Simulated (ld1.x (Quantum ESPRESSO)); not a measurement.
**Reading a pseudo-wave (Cd (Z = 48))**

Columns: radius, all-electron u(r) and pseudo u(r) of the 4p shell (level -102.35 eV) of cadmium in the configuration [Ar] 3d10 4s2 4p6 4d9 5s0 5p0; LDA (PZ), scalar-relativistic, ultrasoft scheme, ld1.x (Quantum ESPRESSO) 7.5.

```tsv
r (bohr)	all-electron	pseudo
0.095	0.3273	0.0182
0.190	-0.4267	0.0712
0.285	-0.6280	0.1539
0.380	-0.2733	0.2583
0.475	0.2457	0.3747
0.570	0.6936	0.4924
0.665	0.9908	0.6010
0.760	1.1397	0.6912
0.855	1.1739	0.7560
0.950	1.1310	0.7912
1.045	1.0431	0.7958
1.140	0.9333	0.7715
1.235	0.8170	0.7229
1.330	0.7036	0.6563
1.425	0.5984	0.5790
1.520	0.5040	0.4982
1.615	0.4210	0.4201
1.710	0.3495	0.3495
1.805	0.2884	0.2884
1.900	0.2369	0.2369
1.995	0.1939	0.1939
2.090	0.1581	0.1581
2.185	0.1285	0.1285
2.280	0.1041	0.1041
2.375	0.0842	0.0842
2.470	0.0679	0.0679
```

(1) How many radial nodes do the two functions have?

(2) At about which radius was the pseudo-wave matched?

(3) Is the pseudo-wave norm-conserving?

## Answers

(1) The all-electron 4p function has n − l − 1 = 2; the pseudo-wave has 0, since the states of the same l below it are removed with the core.

(2) 1.85 bohr. The columns agree to 0.0005 from 1.71 bohr on; several derivatives are matched, so the curves merge somewhat inside the radius.

(3) No, it belongs to an ultrasoft set: the norm inside the radius is not constrained, and the difference is carried by the augmentation charge.
